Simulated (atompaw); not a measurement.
## Pseudopotential generation for vanadium (V): PAW (atompaw), PBE, non-relativistic.

atompaw 4.2.0.5 input, output lines left out:

```
V 23
GGA-PBE loggrid 1500 logderivrange -5 5 251
4 4 3 0 0 0
4 1 0
3 2 3
0 0 0
c
c
c
v
c
v
v
v
2
3.00 2.65 2.90 2.50
y
0.05
n
n
y
0.55
n
custom rrkj vanderbiltortho besselshape
bessel
3.00
3.00
1.15
1.50
2.60
2.60
```

- Cutoffs needed: 60 Ry and 100 Ry (the cutoffs (Ry, on a coarse ladder) from which the occupation-weighted sum of valence levels, in a spherical-Bessel basis at the reference potential, stays within 10 and 1 mRy of its value at 400 Ry)
- Ghost test: no extra level below or beside the all-electron valence levels (s, p, d, f tested) (spherical-Bessel basis up to 400 Ry, 20 bohr box)
- Lowest eigenvalue of the overlap operator: 0.42 (s channel)
- Overlap eigenvalues printed by atompaw (projector basis): 0.173, 0.772, 3.39, 41.4, 237, 549
- Share of each valence orbital outside the PAW sphere: 4s 56 %, 3p 0 %, 4p 81 %, 3d 6 %
